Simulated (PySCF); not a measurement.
**Atomic charges against the basis set**

Compound: C₂H₇FSi₂.
Atom-mapped SMILES: `[F:1][SiH2:2]/[CH:3]=[CH:4]/[SiH3:5]` (hydrogens: H6, H7 on Si2; H8 on C3; H9 on C4; H10, H11, H12 on Si5)

PBE0 throughout (PySCF), one geometry, spherical d and f functions. The structure is a single PBE0-D3(BJ)/def2-SVP conformer in the gas phase; no vibrational or solvent corrections. Atoms taken as equivalent share a column and are averaged. The first 7 of 9 kinds of atom are listed.

Mulliken charges (e):

| basis | functions | F1 | Si2 | C3 | C4 | Si5 | H6/H7 | H8 |
| --- | --- | --- | --- | --- | --- | --- | --- | --- |
| pcSseg-0 | 67 | -0.505 | +1.168 | -0.744 | -0.661 | +0.588 | -0.099 | +0.248 |
| 6-31G* | 92 | -0.421 | +0.764 | -0.361 | -0.335 | +0.349 | -0.094 | +0.186 |
| cc-pVDZ | 113 | -0.331 | +0.603 | -0.171 | -0.156 | +0.262 | -0.076 | +0.039 |
| def2-SVP | 113 | -0.359 | +0.738 | -0.270 | -0.242 | +0.394 | -0.096 | +0.062 |
| aug-cc-pVDZ | 186 | -0.630 | +0.310 | +0.380 | +0.344 | -0.433 | +0.234 | -0.547 |
| 6-311+G(2d,p) | 193 | -0.478 | +0.841 | -0.433 | -0.245 | +0.376 | -0.069 | +0.122 |
| def2-TZVP | 209 | -0.334 | +0.510 | -0.260 | -0.235 | +0.175 | -0.034 | +0.126 |
| cc-pVTZ | 256 | -0.301 | +0.508 | -0.222 | -0.213 | +0.202 | -0.054 | +0.108 |
| IGLO-III | 263 | -0.509 | +1.135 | -0.382 | -0.301 | +0.755 | -0.175 | +0.064 |

IAO charges (e):

```json
{"basis": "pcSseg-0", "functions": "67", "F1": "-0.493", "Si2": "+0.942", "C3": "-0.419", "C4": "-0.362", "Si5": "+0.438", "H6/H7": "-0.105", "H8": "+0.152"}
{"basis": "6-31G*", "functions": "92", "F1": "-0.526", "Si2": "+1.069", "C3": "-0.430", "C4": "-0.381", "Si5": "+0.578", "H6/H7": "-0.141", "H8": "+0.148"}
{"basis": "cc-pVDZ", "functions": "113", "F1": "-0.525", "Si2": "+1.055", "C3": "-0.428", "C4": "-0.381", "Si5": "+0.572", "H6/H7": "-0.137", "H8": "+0.149"}
{"basis": "def2-SVP", "functions": "113", "F1": "-0.525", "Si2": "+1.069", "C3": "-0.426", "C4": "-0.380", "Si5": "+0.590", "H6/H7": "-0.143", "H8": "+0.146"}
{"basis": "aug-cc-pVDZ", "functions": "186", "F1": "-0.539", "Si2": "+1.063", "C3": "-0.433", "C4": "-0.385", "Si5": "+0.574", "H6/H7": "-0.134", "H8": "+0.153"}
{"basis": "6-311+G(2d,p)", "functions": "193", "F1": "-0.543", "Si2": "+1.093", "C3": "-0.442", "C4": "-0.394", "Si5": "+0.606", "H6/H7": "-0.143", "H8": "+0.154"}
{"basis": "def2-TZVP", "functions": "209", "F1": "-0.544", "Si2": "+1.105", "C3": "-0.444", "C4": "-0.396", "Si5": "+0.614", "H6/H7": "-0.147", "H8": "+0.153"}
{"basis": "cc-pVTZ", "functions": "256", "F1": "-0.540", "Si2": "+1.091", "C3": "-0.440", "C4": "-0.393", "Si5": "+0.599", "H6/H7": "-0.143", "H8": "+0.153"}
{"basis": "IGLO-III", "functions": "263", "F1": "-0.544", "Si2": "+1.101", "C3": "-0.444", "C4": "-0.396", "Si5": "+0.613", "H6/H7": "-0.145", "H8": "+0.154"}
```

**Question.** Which scheme is steadiest as the basis changes?

**Answer.** Largest range over the bases for any column: IAO 0.18 e, Mulliken 1.19 e. IAO charges move least and Mulliken charges most, counted in e.

**Question.** How much do the charges still move between the two largest bases, cc-pVTZ and IGLO-III?

**Answer.** At most, over all atoms: Mulliken 0.627 e, IAO 0.014 e.

**Question.** What do the same runs give for the total energy, the frontier levels and the dipole moment?

**Answer.** 
```tsv
basis	energy (Eh)	HOMO (eV)	LUMO (eV)	μ (D)
pcSseg-0	-757.7245	-8.30	-0.97	1.69
6-31G*	-758.7904	-8.00	-0.79	1.27
cc-pVDZ	-758.8300	-8.08	-0.95	1.34
def2-SVP	-758.5145	-8.16	-1.04	1.31
aug-cc-pVDZ	-758.8489	-8.15	-1.14	1.37
6-311+G(2d,p)	-758.9120	-8.20	-1.21	1.40
def2-TZVP	-758.9328	-8.19	-1.18	1.30
cc-pVTZ	-758.9263	-8.17	-1.12	1.26
IGLO-III	-758.9370	-8.18	-1.19	1.31
```

The dipole is fixed by the density alone, so its range of 0.43 D shows that the density itself changes with the basis, not only its division among atoms.
